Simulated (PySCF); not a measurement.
Static response to an electric field

Species: C3H8OSi.
Cartesian coordinates in Å at the PBE0-D3(BJ)/def2-SVP level; atoms count from 1:
```
atom  x, y, z in Å
C1    -0.617    0.767   -0.556
C2    -1.195   -0.639   -0.366
O3    -0.134   -1.555   -0.171
Si4    1.246   -0.819    0.450
C5     0.548    0.936    0.433
H6    -0.241    0.863   -1.588
H7    -1.397    1.534   -0.426
H8    -1.782   -0.955   -1.243
H9    -1.874   -0.660    0.509
H10    2.414   -1.048   -0.452
H11    1.588   -1.340    1.807
H12    1.254    1.721    0.128
H13    0.181    1.195    1.440
```

Level: B3LYP/def2-SVPD (PySCF), static field, nuclei fixed, core orbitals frozen in the response. The polarisability tensor in these axes (au):

```
x   68.99 -4.07  4.21
y   -4.07 63.37 -1.58
z    4.21 -1.58 59.82
```

Question: What are the eigenvalues, a third of the trace, and Δα (Δα² = ½Σ(αi − αj)² over the three pairs)?

Answer: Principal values 58.18, 61.33 and 72.68 au; mean 64.06 au = 9.49 Å³ = 10.56 × 10⁻⁴⁰ C²·m²/J; Δα = 13.21 au (21 % of the mean).

Question: What is the dipole moment, and where does it point?

Answer: (-0.32, 1.84, 0.12) D, 1.87 D in size, pointing from the negative to the positive side. Measured along this direction, the outermost atoms are O3, H11 and H10 at the negative end and H7 at the positive end.

Question: What are the principal values of the traceless quadrupole moment, Θ = ½Σq(3rr − r²1), about the centre of nuclear charge?

Answer: -3.25, 0.53, 2.71 D·Å. The values depend on the origin, since the dipole doesn't vanish. The electronic extent ⟨r²⟩ about the same centre is 498 bohr², a root-mean-square distance of 1.70 Å for the 48 electrons.

Question: Rayleigh depolarisation ratio (linearly polarised light, static tensor)?

Answer: ρ = 3Δα²/(45ᾱ² + 4Δα²) = 523.7/(184677 + 698.2) ≈ 0.00282.

Question: Refractivity n − 1 of an ideal gas of it at 400 K and 1 atm, from the electronic α?

Answer: N = p/kT = 1.8347 × 10¹⁹ cm⁻³, so n − 1 = 2π × N × 9.49 × 10⁻²⁴ cm³ = 1094 × 10⁻⁶ at long wavelengths, for an ideal gas.

Question: Sum over states: ᾱ = Σ f/ω², ω in Eh. What share falls to these 10 lowest TDDFT singlets (eV, f)? 6.66, 0.0020; 6.95, 0.0187; 7.49, 0.0214; 7.68, 0.0172; 7.82, 0.0118; 7.92, 0.0003; 7.94, 0.0376; 8.03, 0.0236; 8.12, 0.0235; 8.29, 0.0031.

Answer: They add up to 1.98 au, 3.1 % of the 64.06 au; the largest single term is 0.44 au, from the state at 7.94 eV. Terms in order: 0.03, 0.29, 0.28, 0.22, 0.14, 0.00, 0.44, 0.27, 0.26, 0.03 au. Higher excitations give the rest. The strengths listed sum to 0.159.

The structure is a single PBE0-D3(BJ)/def2-SVP conformer in the gas phase; no vibrational or solvent corrections.
